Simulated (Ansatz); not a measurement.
`[CH3][AlH][O][SiH2][SiH3]` and `C#C[O][AlH][CH3]` differ in one atom or group.

Ansatz, PBE0-D4/def2-TZVP geometries, multiplicity 1. Each molecule was computed in one conformer, which needn't be the lowest.

| property | `[CH3][AlH][O][SiH2][SiH3]` |
| --- | --- |
| size of the dipole moment (ωB97M-V/def2-TZVPP) / D | 1.01 |
| LUMO energy (PBE0/def2-TZVPP) / eV | -0.77 |
| size of the dipole moment (PBE/def2-TZVPP) / D | 1.03 |
| size of the dipole moment (B3LYP/def2-TZVPP) / D | 1.00 |
| LUMO energy (PBE/def2-TZVPP) / eV | -1.56 |
| HOMO energy (B3LYP/def2-TZVPP) / eV | -7.41 |

Question: Give the same properties after the change, and the shifts. (Estimate.)

Answer: The calculation gave: 
```json
{"property": "size of the dipole moment (ωB97M-V/def2-TZVPP) / D", "`C#C[O][AlH][CH3]`": "2.42", "shift": "1.41"}
{"property": "LUMO energy (PBE0/def2-TZVPP) / eV", "`C#C[O][AlH][CH3]`": "-1.16", "shift": "-0.39"}
{"property": "size of the dipole moment (PBE/def2-TZVPP) / D", "`C#C[O][AlH][CH3]`": "2.42", "shift": "1.39"}
{"property": "size of the dipole moment (B3LYP/def2-TZVPP) / D", "`C#C[O][AlH][CH3]`": "2.41", "shift": "1.41"}
{"property": "LUMO energy (PBE/def2-TZVPP) / eV", "`C#C[O][AlH][CH3]`": "-1.94", "shift": "-0.38"}
{"property": "HOMO energy (B3LYP/def2-TZVPP) / eV", "`C#C[O][AlH][CH3]`": "-6.72", "shift": "0.69"}
```

With PBE0 the HOMO rises by 0.66 eV and the LUMO falls by 0.39 eV, so the gap narrows by about 1.05 eV. PBE moves the HOMO by 0.67 eV and ωB97M-V by 0.48 eV. Dipoles are sizes alone; their direction can turn.

B3LYP here is the variant with VWN-RPA as its local correlation; programs differ in this.
